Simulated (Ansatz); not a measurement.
Born–Oppenheimer molecular dynamics of F₂H₉NSi₂ (14 atoms, charge 0, multiplicity 1). It starts at the highest image of a converged band. Of that band: The profile has 2 maxima (images 2, 4) with wells between them (image 3): this band takes more than one step, which may be the mechanism or a detour left from its start path. A vibrational analysis at the climbing image gives one clearly imaginary mode, 211i cm⁻¹: a first-order saddle point.

All numbers below come from Ansatz 0.2.0, RKS r2SCAN-D4/def2-SVP.

| Property | Result |
| --- | --- |
| ensemble | NVE (velocity Verlet) |
| time step | 0.5 fs |
| steps asked | 200 |
| starting velocities drawn for | 100 K |
| seed | 8365 |

First frame:

```xyz
14
Properties=species:S:1:pos:R:3
Si -0.868 -0.511 -0.517
N 0.434 -1.538 0.367
H -0.816 -1.237 -1.842
H -2.229 -0.788 0.004
Si -0.058 1.632 -0.971
H 0.352 0.484 1.642
F -0.713 0.249 1.694
H 1.138 -0.766 0.758
F 1.509 0.470 1.302
H 0.895 -2.242 -0.213
H 0.039 -1.984 1.199
H 1.335 1.489 -1.490
H -0.124 2.584 0.166
H -0.897 2.157 -2.099
```

(1) How far do the bonds stretch over the last three quarters of this one trajectory? (Pairs bonded in most of those frames.)

## Answers

(1) 
```json
{"bond": "Si1–N2", "mean (Å)": "1.830", "spread (Å)": "0.024", "shortest": "1.81", "longest": "1.88"}
{"bond": "Si1–H3", "mean (Å)": "1.503", "spread (Å)": "0.018", "shortest": "1.47", "longest": "1.53"}
{"bond": "Si1–H4", "mean (Å)": "1.487", "spread (Å)": "0.006", "shortest": "1.48", "longest": "1.50"}
{"bond": "Si1–Si5", "mean (Å)": "2.347", "spread (Å)": "0.020", "shortest": "2.32", "longest": "2.38"}
{"bond": "N2–H10", "mean (Å)": "1.021", "spread (Å)": "0.008", "shortest": "1.01", "longest": "1.03"}
{"bond": "N2–H11", "mean (Å)": "1.023", "spread (Å)": "0.009", "shortest": "1.01", "longest": "1.04"}
{"bond": "Si5–H12", "mean (Å)": "1.494", "spread (Å)": "0.020", "shortest": "1.46", "longest": "1.52"}
{"bond": "Si5–H13", "mean (Å)": "1.492", "spread (Å)": "0.045", "shortest": "1.42", "longest": "1.55"}
{"bond": "Si5–H14", "mean (Å)": "1.500", "spread (Å)": "0.005", "shortest": "1.49", "longest": "1.51"}
{"bond": "H6–F7", "mean (Å)": "0.982", "spread (Å)": "0.033", "shortest": "0.93", "longest": "1.06"}
```

Mean temperature of the second half: 108 K. The conserved energy stayed within 0.064 meV per atom of its start (net change 0.05 meV per atom), so the integration is sound. A run of 0.1 ps of so small a system gives no equilibrium averages. The orbitals stay closed-shell, which can raise the energy where a bond breaks towards radicals; this wasn't checked here.

The run took 15 min on 4 threads of Arm Neoverse N1 (shared host), peak memory 0.23 GiB.
